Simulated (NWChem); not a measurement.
System: bromine (Br$_{2}$); SMILES BrBr

Input file for NWChem:

```
start job
memory heap 200 mb stack 900 mb global 1100 mb
geometry units angstroms noautosym nocenter noautoz
  Br     0.000000     0.000000     1.149184
  Br     0.000000     0.000000    -1.149184
end
basis spherical bse
  Br library x2c-svpall-s
end
relativistic
  zora on
  zora:cutoff 1d-30
end
dft
  xc xpbe96 cpbe96
  grid fine
  iterations 150
end
property
  shielding 1 1
end
task dft property
```

Parts of the log:

```
             Northwest Computational Chemistry Package (NWChem) 7.3.0
             --------------------------------------------------------

                             Geometry "geometry" -> ""
                             -------------------------

 Output coordinates in angstroms (scale by  1.889725989 to convert to a.u.)

  No.       Tag          Charge          X              Y              Z
 ---- ---------------- ---------- -------------- -------------- --------------
    1 Br                  35.0000     0.00000000     0.00000000     1.14918400
    2 Br                  35.0000     0.00000000     0.00000000    -1.14918400

 Effective nuclear repulsion energy (a.u.)     282.0445333492

  pbe96 is a nonlocal functional; adding pw91lda local functional.
                              NWChem Property Module
                              ----------------------

  itol2e modified to match energy
  convergence criterion.

                                 NWChem DFT Module
                                 -----------------

 Summary of "ao basis" -> "ao basis" (spherical)
 ------------------------------------------------------------------------------
       Tag                 Description            Shells   Functions and Types
 ---------------- ------------------------------  ------  ---------------------
 Br                       x2c-svpall-s              14       38   5s6p3d

  itol2e modified to match energy
  convergence criterion.

            General Information
            -------------------
          SCF calculation type: DFT
          Wavefunction type:  closed shell.
          No. of atoms     :     2
          No. of electrons :    70
           Alpha electrons :    35
            Beta electrons :    35
          Charge           :     0
          Spin multiplicity:     1
          Use of symmetry is: off; symmetry adaption is: off
          Maximum number of iterations: 150
          AO basis - number of functions:    76
                     number of shells:    28
          Convergence on energy requested:  1.00D-07
          Convergence on density requested:  1.00D-05
          Convergence on gradient requested:  5.00D-04

              XC Information
              --------------
          PerdewBurkeErnzerhof Exchange Functional  1.000
            Perdew 1991 LDA Correlation Functional  1.000 local
           PerdewBurkeErnz. Correlation Functional  1.000 non-local

             Grid Information
             ----------------
          Grid used for XC integration:  fine
          Radial quadrature: Mura-Knowles
          Angular quadrature: Lebedev.
          Tag              B.-S. Rad. Rad. Pts. Rad. Cut. Ang. Pts.
          ---              ---------- --------- --------- ---------
          Br                  1.15      140           8.0       974
          Grid pruning is: on
          Number of quadrature shells:   280
          Spatial weights used:  Erf1

      Superposition of Atomic Density Guess
      -------------------------------------

 Sum of atomic energies:       -5115.55091157
          Performing ZORA calculations
          ----------------------------

       Generating atomic ZORA corrections
       ----------------------------------

      Superposition of Atomic Density Guess
      -------------------------------------

 Sum of atomic energies:       -5115.55091157

      Non-variational initial energy
      ------------------------------

 Total energy =   -5115.657910
 1-e energy   =   -7704.552749
 2-e energy   =    2306.850305
 HOMO         =      -0.327541
 LUMO         =      -0.121301

   convergence    iter        energy       DeltaE   RMS-Dens  Diis-err
 ---------------- ----- ----------------- --------- --------- ---------
 d= 0,ls=0.0,diis     1  -5239.4583477125 -5.52D+03  2.40D-02  2.56D+02
 d= 0,ls=0.0,diis     2  -5239.9015986079 -4.43D-01  1.26D-02  2.40D+00
 d= 0,ls=0.0,diis     3  -5239.9031447713 -1.55D-03  6.81D-03  6.89D-01
 d= 0,ls=0.0,diis     4  -5239.9443832211 -4.12D-02  1.07D-03  1.46D-02
 d= 0,ls=0.0,diis     5  -5239.9455971004 -1.21D-03  2.33D-04  7.85D-04
  Resetting Diis
 d= 0,ls=0.0,diis     6  -5239.9456830486 -8.59D-05  3.34D-05  3.25D-06
 d= 0,ls=0.0,diis     7  -5239.9456834699 -4.21D-07  5.14D-06  5.04D-08
 d= 0,ls=0.0,diis     8  -5239.9456834709 -9.97D-10  1.89D-06  7.23D-08

      Commencing ZORA Property Calculations
      -------------------------------------

(nogshift,skip_gshiftAOev,done_Fji)=( 1,F,T)

         Total DFT energy =    -5239.945683470920
      One electron energy =    -7835.688250695626
           Coulomb energy =     2498.858239437524
    Exchange-Corr. energy =     -185.160205561973
 Nuclear repulsion energy =      282.044533349155

       Scaling correction =       35.650709249900

 Numeric. integr. density =       70.000000111519

                       DFT Final Molecular Orbital Analysis
                       ------------------------------------

 Vector   33  Occ=2.000000D+00  E=-3.178759D-01
              MO Center= -8.7D-09,  7.1D-09, -7.6D-06, r^2= 2.5D+00
   Bfn.  Coefficient  Atom+Function         Bfn.  Coefficient  Atom+Function
  ----- ------------  ---------------      ----- ------------  ---------------
    21      0.285511  1 Br px                59      0.285513  2 Br px
    22     -0.280723  1 Br py                60     -0.280725  2 Br py
    18      0.261580  1 Br px                56      0.261582  2 Br px
    19     -0.257193  1 Br py                57     -0.257195  2 Br py
    15     -0.174050  1 Br px                53     -0.174051  2 Br px

 Vector   34  Occ=2.000000D+00  E=-2.434740D-01
              MO Center= -1.2D-09,  8.0D-10,  7.4D-06, r^2= 2.9D+00
   Bfn.  Coefficient  Atom+Function         Bfn.  Coefficient  Atom+Function
  ----- ------------  ---------------      ----- ------------  ---------------
    22      0.331026  1 Br py                60     -0.331024  2 Br py
    21      0.327103  1 Br px                59     -0.327101  2 Br px
    19      0.289205  1 Br py                57     -0.289204  2 Br py
    18      0.285778  1 Br px                56     -0.285777  2 Br px
    16     -0.188293  1 Br py                54      0.188292  2 Br py

 Vector   35  Occ=2.000000D+00  E=-2.434740D-01
              MO Center= -8.1D-09,  6.5D-09,  7.3D-06, r^2= 2.9D+00
   Bfn.  Coefficient  Atom+Function         Bfn.  Coefficient  Atom+Function
  ----- ------------  ---------------      ----- ------------  ---------------
    21      0.331026  1 Br px                59     -0.331024  2 Br px
    22     -0.327103  1 Br py                60      0.327101  2 Br py
    18      0.289205  1 Br px                56     -0.289204  2 Br px
    19     -0.285778  1 Br py                57      0.285777  2 Br py
    15     -0.188293  1 Br px                53      0.188292  2 Br px

 Vector   36  Occ=0.000000D+00  E=-1.638068D-01
              MO Center= -4.2D-09,  2.3D-09,  2.2D-06, r^2= 3.2D+00
   Bfn.  Coefficient  Atom+Function         Bfn.  Coefficient  Atom+Function
  ----- ------------  ---------------      ----- ------------  ---------------
    23      0.620942  1 Br pz                61      0.620941  2 Br pz
    20      0.427386  1 Br pz                58      0.427386  2 Br pz
    17     -0.273178  1 Br pz                55     -0.273178  2 Br pz
     4     -0.219218  1 Br s                 42      0.219218  2 Br s
     5     -0.139829  1 Br s                 43      0.139829  2 Br s

 Vector   37  Occ=0.000000D+00  E= 2.535892D-01
              MO Center= -3.2D-09, -3.2D-10, -5.1D-06, r^2= 3.5D+00
   Bfn.  Coefficient  Atom+Function         Bfn.  Coefficient  Atom+Function
  ----- ------------  ---------------      ----- ------------  ---------------
     4      1.335239  1 Br s                 42      1.335245  2 Br s
     5     -1.161830  1 Br s                 43     -1.161836  2 Br s
     3     -0.392288  1 Br s                 41     -0.392290  2 Br s
    36      0.260097  1 Br d  0              74      0.260098  2 Br d  0
    26     -0.066891  1 Br d  0              64     -0.066891  2 Br d  0

 Vector   38  Occ=0.000000D+00  E= 3.355785D-01
              MO Center= -1.0D-08,  1.2D-08, -1.9D-06, r^2= 2.6D+00
   Bfn.  Coefficient  Atom+Function         Bfn.  Coefficient  Atom+Function
  ----- ------------  ---------------      ----- ------------  ---------------
    35      0.492548  1 Br d -1              73     -0.492549  2 Br d -1
    37      0.429707  1 Br d  1              75     -0.429708  2 Br d  1
    25     -0.124462  1 Br d -1              63      0.124463  2 Br d -1
    19      0.112302  1 Br py                57      0.112302  2 Br py
    27     -0.108583  1 Br d  1              65      0.108583  2 Br d  1

     Multipole analysis of the density
     ---------------------------------

     L   x y z        total         alpha         beta         nuclear
     -   - - -        -----         -----         ----         -------
     0   0 0 0     -0.000000    -35.000000    -35.000000     70.000000

     1   1 0 0      0.000000      0.000000      0.000000      0.000000
     1   0 1 0     -0.000000     -0.000000     -0.000000      0.000000
     1   0 0 1      0.000012      0.000006      0.000006      0.000000

     2   2 0 0    -27.085226    -13.542613    -13.542613      0.000000
     2   1 1 0      0.000000      0.000000      0.000000      0.000000
     2   1 0 1      0.000000      0.000000      0.000000      0.000000
     2   0 2 0    -27.085226    -13.542613    -13.542613      0.000000
     2   0 1 1     -0.000000     -0.000000     -0.000000      0.000000
     2   0 0 2    -23.094618   -176.608456   -176.608456    330.122293

            Scalar ZORA NMR Shielding
            -------------------------

          -----------------------------------------
          Chemical Shielding Tensors (GIAO, in ppm)
          -----------------------------------------

                                NWChem CPHF Module
                                ------------------

  scftype          =     RHF
  nclosed          =       35
  nopen            =        0
  variables        =     1435
  # of vectors     =        3
  tolerance        = 0.10D-03
  level shift      = 0.00D+00
  max iterations   =       50
  max subspace     =       30

 SCF residual:    2.9443890585726553E-005

Iterative solution of linear equations
  No. of variables     1435
  No. of equations        3
  Maximum subspace       30
        Iterations       50
       Convergence  1.0D-04

   iter   nsub   residual    time
   ----  ------  --------  ---------
     1      3    1.44D-05      19.3

      Atom:    1  Br
        Diamagnetic
   3103.6110     -0.0000      0.0000
     -0.0000   3103.6110     -0.0000
      0.0000     -0.0000   3123.4403

        Paramagnetic
  -2392.5161     -0.0000      0.0001
     -0.0000  -2392.5161     -0.0000
      0.0001     -0.0000     14.3147

        Total Shielding Tensor
    711.0949     -0.0000      0.0001
     -0.0000    711.0949     -0.0000
      0.0001     -0.0000   3137.7550

           isotropic =    1519.9816
          anisotropy =    2426.6601

          Principal Components and Axis System
                 1           2           3
             3137.7550    711.0949    711.0949

      1         0.0000     -0.6397      0.7686
      2        -0.0000      0.7686      0.6397
      3         1.0000      0.0000     -0.0000
```

Level: PBE/x2c-SVPall-s, scalar ZORA without spin-orbit coupling, GIAO. Structure relaxed at the PBE0/def2-SVP level. The printed shielding anisotropy is the first printed principal value minus the mean of the other two.
